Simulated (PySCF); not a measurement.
Question: Give a PBE0-D3(BJ)/def2-SVP geometry of InChI=1S/AsBH6N2/c1-2(3)4/h1,3-4H2.

Answer: 
```xyz
10
AsBH6N2 angstrom
N     -0.580    1.189    0.231
B     -0.177   -0.124   -0.083
N     -1.091   -1.179   -0.289
As     1.831   -0.613   -0.277
H     -1.547    1.476    0.317
H      0.081    1.932    0.397
H     -2.095   -1.081   -0.204
H     -0.795   -2.106   -0.554
H      2.160   -0.293    1.179
H      2.264    0.777   -0.736
```

Any rigid rotation of these coordinates is as good. Atoms count from 1 in this order. As4 (arsenic bonded to B and 2 H) is pyramidal (angles 95.1°, 94.0° and 92.0°, sum 281.1°, 0.90 Å off the plane of its three neighbours). The 4 heavy atoms lie in one plane (0.001 Å rms). N1 (boron-bound nitrogen) is planar (angles 123.8°, 122.4° and 113.8°, sum 360.0°, 0.00 Å off the plane of its three neighbours). B2 (three-coordinate boron) is planar (angles 122.9°, 121.1° and 115.9°, sum 360.0°, 0.00 Å off the plane of its three neighbours).

Bonds between heavy atoms (Å): N1–B2 1.409, B2–N3 1.410, B2–As4 2.075.

Computed, not measured: PySCF, PBE0-D3(BJ)/def2-SVP geometry optimisation, gas phase.

No PBE0-D3(BJ)/def2-SVP frequencies stand behind this structure, so it isn't proved a minimum. One conformer, not necessarily the lowest (N1–B2–As4–H 63° and -29°).

Time: 31 s wall; peak memory 0.42 GiB. Hardware: Arm Neoverse V2, one thread, shared host. These figures are those of the optimisation.
